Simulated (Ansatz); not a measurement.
Basis sets compared for n-GeSiSiH8 (Si2GeH8). The state is a singlet with charge 0. Geometry PBE-D4/def2-SVP. Ansatz on 2 threads of Intel Xeon Platinum 8488C on a shared host; times are rough, and most runs start from earlier orbitals.

```csv
atom,x (Å),y (Å),z (Å)
Ge1,-1.683,-0.878,-0.553
Si2,-0.279,0.959,0.070
Si3,1.901,0.193,0.510
H4,-1.820,-1.872,0.632
H5,-1.066,-1.642,-1.756
H6,-3.102,-0.395,-0.955
H7,-0.246,1.969,-1.049
H8,-0.847,1.631,1.293
H9,2.800,1.316,0.953
H10,2.478,-0.426,-0.736
H11,1.865,-0.854,1.591
```

Another isomer (singlet) lies 0.12 eV lower at PBE0-D4/def2-TZVP; other spin states weren't run for this one.

Binding counts from free atoms (Ge triplet, Si triplet, H doublet) in the same basis, without a counterpoise term.

```
           level  functions  energy (Eh)  HOMO (eV)  LUMO (eV)  binding per atom (eV)  wall time
       HF/STO-3G         44   -2627.6372      -8.02       9.90                   3.30      0.3 s
 PBE-D4/def2-SVP        108   -2659.7073      -6.94      -0.85                   2.79      1.2 s
PBE0-D4/def2-SVP        108   -2659.8317      -8.03      -0.06                   2.80      1.9 s
```

Estimate the rows for HF/def2-TZVP, PBE-D4/def2-TZVP (with forces), PBE0-D4/def2-TZVP.


```json
{"level": "HF/def2-TZVP", "functions": "170", "energy (Eh)": "-2657.8979", "HOMO (eV)": "-10.39", "LUMO (eV)": "2.89", "binding per atom (eV)": "2.17", "wall time": "2.2 s"}
{"level": "PBE-D4/def2-TZVP (with forces)", "functions": "170", "energy (Eh)": "-2660.1754", "HOMO (eV)": "-6.93", "LUMO (eV)": "-1.06", "binding per atom (eV)": "2.80", "wall time": "2.7 s"}
{"level": "PBE0-D4/def2-TZVP", "functions": "170", "energy (Eh)": "-2660.2959", "HOMO (eV)": "-7.98", "LUMO (eV)": "-0.25", "binding per atom (eV)": "2.80", "wall time": "3.6 s"}
```
